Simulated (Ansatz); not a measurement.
Several settings on one geometry of the cluster Cu3H3⁻ (the lowest doublet isomer of a short search) (that of the charge -1 doublet, PBE0-D4/def2-SVPD). Ansatz on 4 threads of Arm Neoverse V2 on a shared host; times are rough.

Cartesian coordinates in Å:
```
Cu 0.682 -0.113 0.005
Cu 2.824 1.058 -0.161
Cu -1.758 -0.360 0.364
H -3.176 -0.226 -0.237
H 1.780 0.207 -1.109
H -0.352 -0.565 1.139
```

Totals from different functionals, basis sets or treatments of relativity can't be compared as stabilities.

The 6-31G sets use Cartesian d functions. Correlated methods freeze 15 core orbitals.

Problem. Give the basis size and estimate the energy, ⟨S²⟩ and time of these runs.

```tsv
run	method	charge	state	further keys
1	UHF, ccsd/6-31G	-1	doublet	scf: {omitted_lower_state_checks: [starts]}
2	UKS RPBE/def2-TZVP	-1	doublet	point_charges: [{charge: 0.50, position_ang: [5.781, 0.190, 0.752]}]; scf: {omitted_lower_state_checks: [starts]}; forces asked
3	UKS PBEsol-D4/def2-SVPD	-1	doublet	scf: {omitted_lower_state_checks: [starts]}
```

Solution. 
```tsv
run	functions	energy (Eh)	⟨S²⟩	wall time
1	93	-4918.4635	0.76	32 s
2	153	-4923.3893	0.75	3.7 s
3	126	-4917.9825	0.75	2.5 s
```

The highest occupied level of an anion often lies above zero with these methods, and sets without diffuse functions describe the outer electron poorly.
